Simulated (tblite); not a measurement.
Species: C7H12N2Si.
SMILES: `C[Si](C)(C)C1=CN=NC=C1`

All values are computed: GFN2-xTB (tblite) harmonic vibrations without scaling, gas phase. Errors from tens to a few hundred cm⁻¹ against measured bands are possible.

Q: How many normal modes are there?

A: 22 atoms, non-linear: 3N − 6 = 60.

Q: What is the point group of the computed structure, and how do the modes divide by symmetry?

A: Cs. The vibrations span 36 a′ + 24 a″.

Q: How many distinct wavenumbers does the calculation give?

A: 60: Cs has no degenerate species.

Q: How many fundamentals are allowed in the infrared by symmetry?

A: 60 of 60: in Cs every mode is allowed. All fundamentals are allowed in the Raman spectrum.

Q: What zero-point energy do the modes add up to?

A: Half the sum of the wavenumbers, 38330 cm⁻¹, or 109.6 kcal/mol from 60 modes, 52.3 kcal/mol of it from above 1550 cm⁻¹.

The run took 1.1 s on Arm Neoverse V1, one thread, no GPU, shared host. This covers the Hessian and the dipole derivatives.

Conformer computed: `[CH3:1][Si:2]([CH3:3])([CH3:4])[c:5]1[cH:6][cH:7][n:8][n:9][cH:10]1`: C1–Si2–C5–C6 -120°.
